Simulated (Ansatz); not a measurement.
## Cost against result

Saddle point of GaPH₆S, closed shell (GaH₃S ([SH][GaH2]) + PH₃ → GaPH₄ ([PH2][GaH2]) + H₂S (still joined by a long Ga–S bond); bonds formed: S2–H5; dative contacts that become bonds: Ga1–P6; bonds broken: H5–P6; bonds weakened to dative contacts: Ga1–S2), PBE0-D4/def2-TZVP structure:

Ga1  (-1.092, 0.407, -0.523)
S2  (1.141, 0.802, -1.357)
H3  (-1.789, -0.516, -1.563)
H4  (-1.581, 1.655, 0.266)
H5  (0.712, -0.237, -0.088)
P6  (-0.206, -1.159, 1.189)
H7  (1.404, 1.768, -0.462)
H8  (0.825, -0.555, 1.947)
H9  (0.587, -2.166, 0.591)
(Å)

Barriers are electronic and count from the start structure reached by relaxing down the imaginary mode.

Program: Ansatz 0.2.0. Basis: as named in each row. Cores are frozen in the correlated methods. Filled d shells of the heavier atoms are correlated. The def2 sets are not built for correlating such inner shells, so the correlated values are less sure here. B3LYP uses VWN-RPA correlation. Extrapolation: Hartree–Fock as exp(−7.88 √X), correlation as X^−2.97.

Times are rough, for one single point on 4 threads of a shared host (Arm Neoverse V1).

The estimate by CCSD(T) at an estimated basis limit (MP2 extrapolated from triple and quadruple zeta, plus CCSD(T) − MP2 in triple zeta) is 32.89 kcal/mol.

```json
{"method": "HF", "basis": "STO-3G", "time (s)": "under 1", "barrier (kcal/mol)": "66.86", "method less estimate": "33.97"}
{"method": "SPW92", "basis": "def2-SVP", "time (s)": "under 1", "barrier (kcal/mol)": "19.79", "method less estimate": "-13.10"}
{"method": "PBE-D4", "basis": "STO-3G", "time (s)": "under 1", "barrier (kcal/mol)": "31.62", "method less estimate": "-1.27"}
{"method": "B3LYP-D4", "basis": "6-31G", "time (s)": "under 1", "barrier (kcal/mol)": "32.67", "method less estimate": "-0.22"}
{"method": "PBE-D4", "basis": "def2-SVP", "time (s)": "under 1", "barrier (kcal/mol)": "23.93", "method less estimate": "-8.96"}
{"method": "PBE0-D4", "basis": "def2-SVP", "time (s)": "1", "barrier (kcal/mol)": "28.94", "method less estimate": "-3.95"}
{"method": "SPW92", "basis": "def2-TZVPP", "time (s)": "1", "barrier (kcal/mol)": "20.51", "method less estimate": "-12.38"}
{"method": "PBE-D4", "basis": "def2-TZVPP", "time (s)": "2", "barrier (kcal/mol)": "24.27", "method less estimate": "-8.62"}
{"method": "BLYP-D4", "basis": "def2-TZVPP", "time (s)": "2", "barrier (kcal/mol)": "28.17", "method less estimate": "-4.71"}
{"method": "B3LYP-D4", "basis": "def2-TZVPP", "time (s)": "2", "barrier (kcal/mol)": "31.81", "method less estimate": "-1.08"}
{"method": "BHLYP-D4", "basis": "def2-TZVPP", "time (s)": "3", "barrier (kcal/mol)": "38.01", "method less estimate": "5.12"}
{"method": "PBE0-D4", "basis": "def2-TZVPP", "time (s)": "3", "barrier (kcal/mol)": "28.98", "method less estimate": "-3.91"}
{"method": "CAM-B3LYP-D4", "basis": "def2-TZVPP", "time (s)": "3", "barrier (kcal/mol)": "34.84", "method less estimate": "1.95"}
{"method": "CCSD(T)", "basis": "def2-SVP", "time (s)": "3", "barrier (kcal/mol)": "35.60", "method less estimate": "2.71"}
{"method": "RPA on PBE", "basis": "def2-TZVPP", "time (s)": "4", "barrier (kcal/mol)": "32.42", "method less estimate": "-0.47"}
{"method": "r2SCAN-D4", "basis": "def2-TZVPP", "time (s)": "4", "barrier (kcal/mol)": "27.35", "method less estimate": "-5.53"}
{"method": "r2SCAN0-D4", "basis": "def2-TZVPP", "time (s)": "5", "barrier (kcal/mol)": "30.83", "method less estimate": "-2.06"}
{"method": "B2PLYP", "basis": "def2-TZVPP", "time (s)": "5", "barrier (kcal/mol)": "33.10", "method less estimate": "0.21"}
{"method": "wB97M-V", "basis": "def2-SVP", "time (s)": "5", "barrier (kcal/mol)": "32.95", "method less estimate": "0.06"}
{"method": "PBE-QIDH", "basis": "def2-TZVPP", "time (s)": "5", "barrier (kcal/mol)": "32.67", "method less estimate": "-0.22"}
{"method": "wB97X-V", "basis": "def2-TZVPP", "time (s)": "7", "barrier (kcal/mol)": "35.45", "method less estimate": "2.56"}
{"method": "B97M-V", "basis": "def2-TZVPP", "time (s)": "8", "barrier (kcal/mol)": "28.67", "method less estimate": "-4.22"}
{"method": "wB97M-V", "basis": "def2-TZVPP", "time (s)": "8", "barrier (kcal/mol)": "33.72", "method less estimate": "0.84"}
{"method": "MP2", "basis": "def2-QZVPP", "time (s)": "18", "barrier (kcal/mol)": "31.83", "method less estimate": "-1.06"}
{"method": "CCSD(T)", "basis": "def2-TZVPP", "time (s)": "70", "barrier (kcal/mol)": "33.64", "method less estimate": "0.75"}
```

All methods are single points on the PBE0-D4 structures.

The T1 diagnostic stays at or below 0.014.

Labels in which every atom is bracketed show which atoms are joined, not bond orders.
